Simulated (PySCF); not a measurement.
# Gd³⁵⁺ (gadolinium, charge +35) across methods

[Ar] 3d10 4s1, 2S determinant. Computed with PySCF 2.14 in an uncontracted even-tempered set (17 s from 3.2 bohr⁻², ratio 2.5; 12 p from 4.1 bohr⁻², ratio 2.5; 8 d from 7.3 bohr⁻², ratio 2.5; 4 f from 19 bohr⁻², ratio 2.7; 4 g from 29 bohr⁻², ratio 2.7), with no relativity, point nucleus.

```
 method   E (hartree)  mean ε 3d α (eV)  mean ε 3d β (eV)  mean ε 4s α (eV)  Σ⟨r²⟩ (bohr²)   ⟨S²⟩
 revPBE     -10120.60           -2526.0           -2525.0           -1444.6          1.486  0.750
    PBE     -10120.21           -2526.0           -2525.0           -1445.2          1.486  0.750
 r2SCAN     -10120.97           -2531.5           -2530.3           -1444.6          1.487  0.750
   PBE0     -10120.50           -2540.8           -2539.8           -1449.1          1.486  0.750
    LDA     -10113.22           -2525.7           -2524.8           -1445.6          1.487  0.750
r2SCAN0     -10121.07           -2544.8           -2543.8           -1448.7          1.486  0.750
    UHF  -10119.70505           -2583.2           -2582.1           -1460.1          1.486  0.750
```

A non-relativistic calculation at this Z misses sizeable relativistic shifts. Spin-orbit coupling, which splits the p, d and f shells strongly at this Z, is absent.
